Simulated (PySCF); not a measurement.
Excitations are Tamm–Dancoff values on a coarser integration grid. The basis has no diffuse functions, so Rydberg states are missing or too high.

Species: CHF3S, SMILES `FC(S)(F)F` (charge 0, multiplicity 1).

Q: Predict the HOMO–LUMO gap, LUMO, T1 excitation (TDA), dipole moment and HOMO from PySCF with PBE-D3(BJ)/def2-TZVP // B3LYP-D3(BJ)/def2-TZVP.

A: 
```yaml
HOMO–LUMO gap: 5.42 eV
LUMO: -1.43 eV
T1 excitation (TDA): 5.01 eV
dipole_moment: 1.36 D
HOMO: -6.85 eV
```
